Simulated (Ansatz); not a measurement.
Coupled-cluster run, `FC(F)C(F)(C(F)F)C(F)F`.

```yaml
crystal:
  periodic: [false, false, false]
  atoms:
    - {symbol: F, position_ang: [-1.787347, -0.439485, 1.443068]}
    - {symbol: C, position_ang: [-1.344900, 0.358059, 0.439800]}
    - {symbol: F, position_ang: [-1.637086, 1.622104, 0.770082]}
    - {symbol: C, position_ang: [0.177373, 0.189186, 0.297995]}
    - {symbol: F, position_ang: [0.785339, 0.820682, 1.340397]}
    - {symbol: C, position_ang: [0.677939, 0.771194, -1.035275]}
    - {symbol: F, position_ang: [1.990516, 1.029257, -0.952536]}
    - {symbol: F, position_ang: [0.043116, 1.929803, -1.316974]}
    - {symbol: C, position_ang: [0.527573, -1.299937, 0.395820]}
    - {symbol: F, position_ang: [1.831240, -1.499899, 0.141799]}
    - {symbol: F, position_ang: [-0.187901, -1.969793, -0.543979]}
    - {symbol: H, position_ang: [-1.877644, 0.086273, -0.476148]}
    - {symbol: H, position_ang: [0.499116, 0.071922, -1.859114]}
    - {symbol: H, position_ang: [0.289564, -1.698568, 1.383865]}
basis:
  gaussian: {orbitals: def2-SVP}
correlation: {method: ccsd_t}
```

```sh
$ ansatz run in.yaml --threads 4 --pin off --events-out ev --progress --plain --max-ram 66560MiB --backend cuda --devices 0, --max-vram 37GiB
```

Output of Ansatz, abridged:

```
Functional definition: HF
1637 factors; integrals over basis functions are off by at most 1.3e-3 eV
mean field evaluation 1: about -23084.5800 eV, gradient 5.7e1 eV
mean field evaluation 2: about -23084.8421 eV, gradient 5.7e1 eV
mean field evaluation 4: about -23091.3144 eV, gradient 5.2e0 eV
mean field evaluation 8: about -23091.3988 eV, gradient 2.9e-1 eV
mean field -23091.39911273 eV, -848.5932654802 hartree, gradient 2.2e-6 eV, S^2 0.000000; 0 other end points of the search recorded, 0 dependent functions left out
11 core orbitals not correlated: weight in the atoms' cores, before any rotation towards them, 1.000 or more for the frozen orbitals, at most 0.000 for the correlated occupied ones
reference -23091.39911273 eV, -848.5932654802 hartree; 34, 34 occupied and 124, 124 virtual orbitals, 1637 factors
second order -49.17579179 eV of doubles, -0.00000000 eV of singles
cycle   1  -49.15053728 eV  change    2.5e-2 eV  update   1.5e-1
cycle   2  -50.14768526 eV  change    -1.0e0 eV  update   4.1e-2
cycle   3  -50.40875334 eV  change   -2.6e-1 eV  update   2.0e-2
cycle   4  -50.39707786 eV  change    1.2e-2 eV  update   3.7e-3
cycle   5  -50.39359285 eV  change    3.5e-3 eV  update   1.7e-3
cycle   6  -50.39484249 eV  change   -1.2e-3 eV  update   5.1e-4
cycle   7  -50.39463495 eV  change    2.1e-4 eV  update   1.8e-4
cycle   8  -50.39440146 eV  change    2.3e-4 eV  update   5.4e-5
cycle   9  -50.39440425 eV  change   -2.8e-6 eV  update   1.7e-5
perturbative correction -1.07962803 eV, -0.0396755982 hartree
Total energy: -23142.87314500 eV, -850.4849012759 hartree
```

Hardware: 4 threads of an AMD EPYC 7R13 on a shared host and a share of an NVIDIA H100 80 GB. Wall time 11 s, peak host memory 0.8 GiB.

Correlation energy per correlated electron: -0.757 eV. T1 diagnostic: 0.0115.
